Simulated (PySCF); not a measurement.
## Assigning NMR signals

Mapped SMILES: `[CH3:1][O:2][C:3]1=[CH:4][O:5][CH:6]=[C:7]([CH:8]([CH3:9])[CH3:10])[O:11]1` (H(Xn): hydrogen on atom n).

- NMR shieldings at PBE0/pcSseg-1/GIAO
- structure optimised with PBE0-D3(BJ)/def2-SVP
- spin–spin couplings from B3LYP/pcJ-1 (without the spin–dipole term)
- code: PySCF
- non-relativistic Hamiltonian, no solvent, single conformer, rapidly exchanging positions averaged

Scale: $^{13}$C (σ = 184.41 ppm), $^{1}$H (σ = 31.27 ppm) against TMS (reference shieldings calculated alike).

Question: Assign these signals to the numbered atoms. $^{13}$C{$^{1}$H} NMR (computed): δ 154.7, 145.3, 125.6, 113.8, 56.9, 32.2, 21.2.

Answer: 
| δ (ppm) | atoms | environment | reason |
| --- | --- | --- | --- |
| 154.7 | C3 | alkene carbon bearing oxygen | an sp2 carbon further deshielded by the attached heteroatom |
| 145.3 | C7 | alkene carbon bearing oxygen | – |
| 125.6 | C6 | alkene carbon bearing oxygen | – |
| 113.8 | C4 | alkene carbon bearing oxygen | – |
| 56.9 | C1 | methyl carbon bonded to O | deshielded by the electronegative neighbour |
| 32.2 | C8 | allylic sp3 CH | a saturated carbon with 3 carbon neighbours and no heteroatom attached |
| 21.2 | C9/C10 | methyl carbon | aliphatic region, no heteroatom directly attached |

Question: Assign these signals to the numbered atoms. $^{1}$H NMR (400 MHz, computed): δ 5.39 (s, 1H), 5.25 (s, 1H), 3.42 (s, 3H), 1.59 (sept, J = 7.7 Hz, 1H), 1.04 (d, J = 7.7 Hz, 6H).

Answer: 
```tsv
δ (ppm)	atoms	environment	reason
5.39	H(C4)	hydrogen on an alkene carbon bearing oxygen	olefinic region
5.25	H(C6)	hydrogen on an alkene carbon bearing oxygen	–
3.42	H(C1)	hydrogen on a methyl carbon bonded to O	its carbon carries O, which withdraws density
1.59	H(C8)	hydrogen on an allylic sp3 CH	allylic position
1.04	H(C9)/H(C10)	hydrogen on a methyl carbon	–
```

Multiplet labels drop couplings under 1 Hz and merge nearly equal ones. Unscaled 3J(H,H) at this level run about 10 % above measured values. Shifts are as computed. Against solution values, carbons near 30 ppm lie about +2 ppm off and those near 130 ppm about +5 ppm. Of 1211 compounds with measured shifts, 218 miss one by over three times the rms of a fit or turn the order of signals round; such compounds aren't used in these exercises.
